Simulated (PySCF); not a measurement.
# How methods differ on the excitation energy of W

W [Xe] 4f14 5d4 6s2 (5D) → W [Xe] 4f14 5d5 6s1 (7S), as a difference of total energies. Calculation: PySCF 2.14, in aug-cc-pwCVDZ-PP with ECP60MDF (6s6p5d3f, 70 functions); scalar relativity through the core potential. Correlated levels: valence: 5s2 5p6 frozen. The calculations carry no spin-orbit coupling.

Question: Order these methods by the excitation energy they give, lowest first.
A. CCSD (valence)
B. CCSD(T) (valence)
C. MP2 (valence)
D. UHF

Answer: D (-9358.7 cm⁻¹), C (-5128.9 cm⁻¹), A (-4036.6 cm⁻¹), B (-3322.8 cm⁻¹).

Errors of the correlated levels include the incompleteness of this basis and the frozen core.

For comparison: -1505.7 cm⁻¹ (measured; NIST levels, between the centres of gravity of the two terms).
